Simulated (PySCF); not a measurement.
Species: C8H11 (doublet state).
SMILES with atom numbers: `[CH3:1][C:2]([CH3:3])=[C:4]1[CH:5][CH2:6][CH:7]=[CH:8]1` (hydrogens: H9, H10, H11 on C1; H12, H13, H14 on C3; H15 on C5; H16, H17 on C6; H18 on C7; H19 on C8)

Method used: PySCF, UKS B3LYP, pcH-1 on C H, non-relativistic, mean-field spin-orbit, GIAO. Isolated species at its GFN2-xTB geometry, gas phase. GFN2-xTB frequencies show an imaginary mode (43i cm⁻¹), so this geometry is no minimum at that level. Couplings are sensitive to structure, and on GFN2-xTB geometries they can be far from those on DFT ones. No stability test was run, so a lower SCF solution isn't excluded. ⟨S²⟩ is 0.782 where a pure state has 0.75.

Question: Match the computed a_iso(1H) values +60.2, +45.5, -39.1, +39.1, +4.3, -3.3 MHz (means over equivalent nuclei) with the sites H9/H10/H11; H12/H13/H14; H15; H16/H17; H18; H19.

Answer: 
| site | a_iso (MHz) | ρ(0) (bohr⁻³) | position | distance from C2 (Å) | bound to | spin population there | largest \|T\| (MHz) |
| --- | --- | --- | --- | --- | --- | --- | --- |
| H9/H10/H11 | +39.1 | +0.0087 | 2 bonds from C2 | 2.14 | C1 | -0.05 | 5.5 |
| H12/H13/H14 | +45.5 | +0.0102 | 2 bonds from C2 | 2.14 | C3 | -0.05 | 5.9 |
| H15 | -39.1 | -0.0087 | 1 bond from C5 | 2.90 | C5 | +0.64 | 22.7 |
| H16/H17 | +60.2 | +0.0135 | 2 bonds from C5 | 4.42 | C6 | -0.04 | 6.0 |
| H18 | +4.3 | +0.0010 | 3 bonds from C5 | 4.63 | C7 | -0.08 | 2.2 |
| H19 | -3.3 | -0.0007 | 3 bonds from C2 | 2.88 | C8 | +0.05 | 3.2 |

ρ(0) is the spin density at the nucleus and T the dipolar tensor; entries for several nuclei are means. The largest Mulliken spin populations are on C2 (+0.64), C5 (+0.64), C4 (-0.23) and C7 (-0.08). The positive populations add up to 1.49 and the negative ones to -0.49, together 2S = 1. The angles at C2 add up to 360.0°, so it is planar. Main spin sites, with 60 % or more of the largest population: C2, C5; positions count bonds from the nearest.

β density exceeds α density at some nuclei, such as C4 (-0.0428), C3 (-0.0201) and C1 (-0.0192), spin density in bohr⁻³. In a single determinant that takes different orbitals for the two spins, that is spin polarisation.

Means are taken over nuclei equivalent by connectivity, which assumes that they swap fast. The three 1H nuclei of mean +45.5 MHz run from 22.4 to 89.5 MHz in the frozen geometry. The three 1H nuclei of mean +39.1 MHz run from 12.6 to 73.7 MHz in the frozen geometry.

Hardware: one thread, Intel Xeon 6975P-C (x86_64), shared host with 192 logical CPUs at a one-minute load of 36. Cost: 61 s (grids of density and orbitals included), 0.97 GiB resident at most.
